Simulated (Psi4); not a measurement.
HCl₃HfO, charge +1, quartet, geometry from GFN2-xTB of the parent state (such geometries of metal compounds can be far from the true shape) (a state made from the parent by changing its charge; the spin is typed, not shown lowest) (core potentials on Hf); HF/def2-SVP (Psi4 1.11).

The Psi4 input:
```
memory 2 GB

molecule {
1 4
  Hf   -0.14925711    0.14034048    0.03130687
  Cl    1.67998636    1.13370639   -0.80467477
  Cl    0.56239264   -0.67929444    1.99434686
  Cl   -0.64878279   -1.60501277   -1.29865558
  O    -1.72626897    1.07595861    0.00766214
  H    -2.53447159    0.84803059   -0.46267216
}

set basis def2-svp
set reference rohf

energy('scf')
print_variables()
```

The log (banner, timings and long lists left out):

```
   => Loading Basis Set <=

    Name: DEF2-SVP
    Role: ORBITAL
    Keyword: BASIS

    !!!  WARNING: ECP capability is in beta. Please check occupations closely.  !!!

         ---------------------------------------------------------
                                   SCF
               by Justin Turney, Rob Parrish, Andy Simmonett
                          and Daniel G. A. Smith
                             ROHF Reference
         ---------------------------------------------------------

  ==> Geometry <==

    Molecular point group: c1
    Full point group: C1

    Geometry (in Angstrom), charge = 1, multiplicity = 4:

       Center              X                  Y                   Z               Mass
    ------------   -----------------  -----------------  -----------------  -----------------
         HF          -0.144957373462     0.130126571198     0.026407847742   179.946557000000
         CL           1.684286096538     1.123492481198    -0.809573792258    34.968852682000
         CL           0.566692376538    -0.689508348802     1.989447837742    34.968852682000
         CL          -0.644483053462    -1.615226678802    -1.303554602258    34.968852682000
         O           -1.721969233462     1.065744701198     0.002763117742    15.994914619570
         H           -2.530171853462     0.837816681198    -0.467571182258     1.007825032230

  Running in c1 symmetry.

  Rotational constants: A =      0.05006  B =      0.04665  C =      0.03687 [cm^-1]
  Rotational constants: A =   1500.74534  B =   1398.65822  C =   1105.47069 [MHz]
  Nuclear repulsion =  377.440365869371817

  Charge       = 1
  Multiplicity = 4
  Electrons    = 71
  Nalpha       = 37
  Nbeta        = 34

  ==> Algorithm <==

  SCF Algorithm Type is DF.
  DIIS enabled.
  MOM disabled.
  Fractional occupation disabled.
  Guess Type is SAD.
  Energy threshold   = 1.00e-06
  Density threshold  = 1.00e-06
  Integral threshold = 1.00e-12

  ==> Primary Basis <==

  Basis Set: DEF2-SVP
    Blend: DEF2-SVP
    Number of shells: 45
    Number of basis functions: 105
    Number of Cartesian functions: 114
    Spherical Harmonics?: true
    Max angular momentum: 3

  Core potential: DEF2-SVP
    Number of shells: 4
    Number of ECP primitives: 10
    Number of ECP core electrons: 60
    Max angular momentum: 3

   => Loading Basis Set <=

    Name: (DEF2-SVP AUX)
    Role: JKFIT
    Keyword: DF_BASIS_SCF

  ==> Integral Setup <==

  SCF_SUBTYPE=INCORE selected. In-core MEM_DF algorithm will be used.
  Using in-core AOs.

  ==> MemDFJK: Density-Fitted J/K Matrices <==

    J tasked:                   Yes
    K tasked:                   Yes
    wK tasked:                   No
    Algorithm:                 Core
    Schwarz Cutoff:           1E-12
    Mask sparsity (%):       5.1338
    Fitting Condition:        1E-10

   => Auxiliary Basis Set <=

  Basis Set: (DEF2-SVP AUX)
    Blend: DEF2-UNIVERSAL-JKFIT
    Number of shells: 190
    Number of basis functions: 706
    Number of Cartesian functions: 919
    Spherical Harmonics?: true
    Max angular momentum: 6

  Minimum eigenvalue in the overlap matrix is 8.4068561854E-03.
  Reciprocal condition number of the overlap matrix is 1.9734891467E-03.
    Using symmetric orthogonalization.

  ==> Pre-Iterations <==

  SCF Guess: Superposition of Atomic Densities via on-the-fly atomic UHF (no occupation information).

   -------------------------
    Irrep   Nso     Nmo
   -------------------------
     A        105     105
   -------------------------
    Total     105     105
   -------------------------

  ==> Iterations <==

                           Total Energy        Delta E     RMS |[F,P]|

   @DF-ROHF iter SAD: -1500.48762444930344   -1.50049e+03   0.00000e+00
   @DF-ROHF iter   1: -1500.21589649107159    2.71728e-01   4.47250e-03 DIIS
   @DF-ROHF iter   2: -1499.31384734372546    9.02049e-01   1.13087e-02 DIIS
   @DF-ROHF iter   3: -1500.41760413691395   -1.10376e+00   2.70631e-03 DIIS
[...]
   @DF-ROHF iter  68: -1500.55012784852920   -6.82121e-13   1.78688e-04 DIIS
   @DF-ROHF iter  69: -1500.55012784852897    2.27374e-13   1.78688e-04 DIIS
   @DF-ROHF iter  70: -1500.55012784852943   -4.54747e-13   1.78688e-04 DIIS
   @DF-ROHF iter  71: -1500.55012784852852    9.09495e-13   1.78688e-04 DIIS
   @DF-ROHF iter  72: -1500.55012784852852    0.00000e+00   1.78688e-04 DIIS
   @DF-ROHF iter  73: -1500.55012784852920   -6.82121e-13   1.78688e-04 DIIS
   @DF-ROHF iter  74: -1500.55012784852966   -4.54747e-13   1.78688e-04 DIIS
   @DF-ROHF iter  75: -1500.55012784852806    1.59162e-12   1.78688e-04 DIIS
   @DF-ROHF iter  76: -1500.55012784852897   -9.09495e-13   1.78688e-04 DIIS
   @DF-ROHF iter  77: -1500.55012784852852    4.54747e-13   1.78688e-04 DIIS
   @DF-ROHF iter  78: -1500.55012784853011   -1.59162e-12   1.78688e-04 DIIS
   @DF-ROHF iter  79: -1500.55012784852920    9.09495e-13   1.78688e-04 DIIS
   @DF-ROHF iter  80: -1500.55012784852875    4.54747e-13   1.78688e-04 DIIS
   @DF-ROHF iter  81: -1500.55012784852988   -1.13687e-12   1.78688e-04 DIIS
   @DF-ROHF iter  82: -1500.55012784852988    0.00000e+00   1.78688e-04 DIIS
   @DF-ROHF iter  83: -1500.55012784852988    0.00000e+00   1.78688e-04 DIIS
   @DF-ROHF iter  84: -1500.55012784852920    6.82121e-13   1.78688e-04 DIIS
   @DF-ROHF iter  85: -1500.55012784852966   -4.54747e-13   1.78688e-04 DIIS
   @DF-ROHF iter  86: -1500.55012784852943    2.27374e-13   1.78688e-04 DIIS
   @DF-ROHF iter  87: -1500.55012784852943    0.00000e+00   1.78688e-04 DIIS
   @DF-ROHF iter  88: -1500.55012784853034   -9.09495e-13   1.78688e-04 DIIS
   @DF-ROHF iter  89: -1500.55012784852943    9.09495e-13   1.78688e-04 DIIS
   @DF-ROHF iter  90: -1500.55012784852920    2.27374e-13   1.78688e-04 DIIS
   @DF-ROHF iter  91: -1500.55012784852897    2.27374e-13   1.78688e-04 DIIS
   @DF-ROHF iter  92: -1500.55012784852829    6.82121e-13   1.78688e-04 DIIS
   @DF-ROHF iter  93: -1500.55012784852943   -1.13687e-12   1.78688e-04 DIIS
   @DF-ROHF iter  94: -1500.55012784852943    0.00000e+00   1.78688e-04 DIIS
   @DF-ROHF iter  95: -1500.55012784852852    9.09495e-13   1.78688e-04 DIIS
   @DF-ROHF iter  96: -1500.55012784852920   -6.82121e-13   1.78688e-04 DIIS
   @DF-ROHF iter  97: -1500.55012784852897    2.27374e-13   1.78688e-04 DIIS
   @DF-ROHF iter  98: -1500.55012784852897    0.00000e+00   1.78688e-04 DIIS
   @DF-ROHF iter  99: -1500.55012784852988   -9.09495e-13   1.78688e-04 DIIS
   @DF-ROHF iter 100: -1500.55012784852829    1.59162e-12   1.78688e-04 DIIS

PsiException: Could not converge SCF iterations in 100 iterations.

  Failed to converge.

Traceback (most recent call last):
  File "psi4", line 375, in <module>
  File "<string>", line 27, in <module>
  File "site-packages/psi4/driver/driver.py", line 533, in energy
  File "site-packages/psi4/driver/procrouting/proc.py", line 2760, in run_scf
  File "site-packages/psi4/driver/procrouting/proc.py", line 2047, in scf_helper
  File "site-packages/psi4/driver/procrouting/scf_proc/scf_iterator.py", line 93, in scf_compute_energy
  File "site-packages/psi4/driver/procrouting/scf_proc/scf_iterator.py", line 86, in scf_compute_energy
  File "site-packages/psi4/driver/procrouting/scf_proc/scf_iterator.py", line 609, in scf_iterate

psi4.driver.p4util.exceptions.SCFConvergenceError: Could not converge SCF iterations in 100 iterations.

Printing out the relevant lines from the Psithon --> Python processed input file:
      H    -2.53447159    0.84803059   -0.46267216
    """)
    core.IO.set_default_namespace("")
    core.set_global_option("BASIS", "def2-svp")
    core.set_global_option("REFERENCE", "rohf")
--> energy('scf')
    print_variables()

!-------------------------------------------------------!
!                                                       !
!  Could not converge SCF iterations in 100 iterations. !
!                                                       !
!-------------------------------------------------------!
```

The run did not converge; its last values are not results.
